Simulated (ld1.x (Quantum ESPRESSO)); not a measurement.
## Transferability test, RRKJ potential for copper

- Element: Cu
- Generator: ld1.x (Quantum ESPRESSO) 7.5
- Type: norm-conserving RRKJ (Kleinman–Bylander form)
- Functional: PBEsol
- Relativity: scalar-relativistic
- Frozen core: [Ar]
- Valence charge: 11
- Reference configuration: 3d10 4s1 4p0
- Partial waves: 4p (bound, empty): rc 2.15 bohr; 3d (bound): rc 1.15 bohr; 4s (bound): rc 2.10 bohr
- Local potential: the s channel
- Core correction: Bessel-smoothed model core inside 0.90 bohr

Energies are relative to the spin-unpolarised reference configuration 3d10 4s1 4p0; without spin polarisation the order of configurations can differ from experiment. The frozen-core shift is the all-electron ΔE with the core orbitals held at their reference shape minus the fully relaxed ΔE.

Give the all-electron excitation energy and the error of the potential for: 3d10 4s0 4p0; 3d9 4s0 4p0; 3d8 4s0 4p0; 3d9 4s2 4p0; 3d7 4s0 4p0; 3d10 4s0 4p1; 3d9 4s1 4p0.

```
valence configuration  charge  ΔE all-electron (eV)  error AE − PS (meV)  frozen-core shift (meV)
         3d10 4s0 4p0      +1                 8.103                  -20                     +6.1
          3d9 4s0 4p0      +2                29.416                 -208                      +50
          3d8 4s0 4p0      +3                68.408                -1365                     +459
          3d9 4s2 4p0       0                 1.985                 -264                      +58
          3d7 4s0 4p0      +4               128.083                -3965                    +1700
         3d10 4s0 4p1       0                 4.170                 -5.8                     +2.2
          3d9 4s1 4p0      +1                11.606                 -214                      +49
```

Levels in the configuration 3d9 4s2 4p0:

| level | all-electron (eV) | pseudo (eV) |
| --- | --- | --- |
| 3d | -9.546 | -10.098 |
| 4s | -5.831 | -5.779 |
